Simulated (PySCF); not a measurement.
# Worked example: oscillator strength and radiative lifetime

C3H5BO3, SMILES OB(O)C1=COC1.

Geometry optimised at PBE0-D3(BJ)/def2-SVP. The structure was generated by enumeration, and PubChem lists no compound with its InChIKey, so it may never have been made. The values are those of a single conformer.

PySCF 2.14.0 with TDA-PBE/def2-SVPD puts the first singlet state with f over 0.02 at 5.98 eV (vertical), with the transition dipole (-0.487, -0.039, 0.186) in atomic units.

Find the oscillator strength, the wavelength and the radiative lifetime that this transition would have in vacuum if emission retraced absorption.


|μ|² = 0.2733 au, so |μ| = 1.33 D. ΔE = 5.98/27.211 = 0.2198 hartree. f = (2/3) ΔE |μ|² = 0.040 (the program prints 0.040).
λ = 1239.84/5.98 = 207 nm; ν = 48232 cm⁻¹.
Einstein's coefficient A = 0.6670 ν² f s⁻¹ (ν in cm⁻¹) = 6.2e7 s⁻¹, so τ = 1/A = 16 ns. This state is S3; the lower singlets have f = 0.004, 0.002. The figure is the radiative limit of this one transition; relaxation, internal conversion, crossing to triplets and a medium change what is measured.
